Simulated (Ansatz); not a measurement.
A run for Ansatz (a program for electronic structure): U-r2SCAN/def2-TZVPP on CrF2 (SMILES [F][Cr][F]), 2S+1 = 3, a spin state set in the input, which need not be the lowest.

Ansatz 0.2 input:
```yaml
crystal:
  periodic: [false, false, false]
  atoms:
    - {symbol: Cr, position_ang: [0.20501471, 0.15253607, 0.08994566]}
    - {symbol: F, position_ang: [-0.32824588, 1.21723109, -1.21296401]}
    - {symbol: F, position_ang: [0.09006245, -1.32239556, 1.05269872]}
basis:
  gaussian:
    orbitals: def2-TZVPP
hamiltonian:
  xc: {name: r2SCAN}
magnetization: {spin_polarized: true, initial_magnetization: 2}
```

The head of its log:

```
WARN ansatz: RAYON_NUM_THREADS=1 ignored (pool sized by the plan → 1); use --threads N
Functional definition: r2SCAN
integrals: 0.04 GiB planned
731 factors; their error is unknown
mean field: 0.45 GiB planned
mean field evaluation 1: about -33849.8167 eV, gradient 4.3e1 eV
mean field evaluation 2: about -33813.2117 eV, gradient 1.1e2 eV
```

Problem. What total energy does the run end on?

Solution. -1244.1949 hartree. Its determinant has ⟨S²⟩ = 2.98, a mixture of spin states.
